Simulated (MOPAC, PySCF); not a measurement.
CH₄B₂O, SMILES `C1OBB1`, neutral singlet in the gas phase. 

Cartesian coordinates (Å):
SMILES: B1BOC1
```xyz
8

B      0.2086     0.9705    -0.1090
B      1.2081    -0.3958    -0.4398
O      0.1134    -1.2160    -0.4309
C     -0.8985    -0.1608    -0.1449
H      0.1221     2.1392     0.0777
H      2.3042    -0.8179    -0.6382
H     -1.6365    -0.1270    -0.9515
H     -1.4213    -0.3921     0.7876
```
Charge 0, spin multiplicity 1.

All levels are single points at this geometry (B3LYP-D3(BJ)/def2-TZVP); Pople sets use spherical d functions. Orbital energies aren't observables, and empty levels follow the basis.

B3LYP/3-21G in PySCF gives dipole (D) = 1.90.

**Question.** Estimate the dipole (D) from each of these levels: B3LYP-D3(BJ)/def2-TZVP in PySCF; PBE-D3(BJ)/def2-TZVP in PySCF; B3LYP/6-311+G** in PySCF; B3LYP/6-31G* in PySCF; HF/3-21G in PySCF; HF/6-31G* in PySCF; PM6 in MOPAC; PM7 in MOPAC.

**Answer.** 
| level | dipole (D) |
|---|---|
| B3LYP-D3(BJ)/def2-TZVP in PySCF | 1.64 |
| PBE-D3(BJ)/def2-TZVP in PySCF | 1.56 |
| B3LYP/6-311+G** in PySCF | 1.75 |
| B3LYP/6-31G* in PySCF | 1.65 |
| HF/3-21G in PySCF | 2.19 |
| HF/6-31G* in PySCF | 1.92 |
| PM6 in MOPAC | 1.88 |
| PM7 in MOPAC | 1.33 |
